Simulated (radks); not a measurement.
The germanium anion Ge4-, [Kr], held by a Watson sphere: a shell of charge +5.55 at radius R that stands for the Madelung well of a crystal (potential energy -5.55/R inside, -5.55/r outside, in hartree with lengths in bohr). Calculated with a radial shooting solver on a logarithmic mesh with Libxc functionals: scalar-relativistic Kohn-Sham, LDA (Slater exchange, Perdew-Wang correlation), spin-unpolarised, spherical densities, finite nucleus; Fermi nuclear charge, rms radius of each element as measured or else 0.836 A^(1/3) + 0.57 fm. Response by self-consistent Sternheimer equations with the Hartree and adiabatic LDA kernel, the relativistic mass of each level held fixed and spin-orbit coupling left out. The sphere does not respond.

R (bohr)	e(3d) (eV)	e(4s) (eV)	e(4p) (eV)	<r> 4p (bohr)	sum of <r^2> (bohr^2)	X-ray form factor at sin(theta)/lambda = 0.2 1/angstrom	alpha (bohr^3)
2.22	-43.736	-30.226	-21.457	2.324	57.30	26.063	22.27
2.28	-43.110	-29.683	-21.097	2.357	58.53	25.994	23.48
2.32	-42.718	-29.329	-20.859	2.379	59.36	25.949	24.33
3.16	-37.463	-23.282	-16.459	2.843	78.31	25.352	50.00
4.25	-34.439	-18.547	-12.490	3.446	106.7	25.263	117.0
4.5	-33.983	-17.804	-11.804	3.585	113.9	25.294	140.3
4.57	-33.865	-17.613	-11.624	3.625	116.0	25.303	147.4
5.17	-33.006	-16.256	-10.274	3.963	134.6	25.392	221.4
5.24	-32.921	-16.126	-10.137	4.002	136.9	25.402	231.6
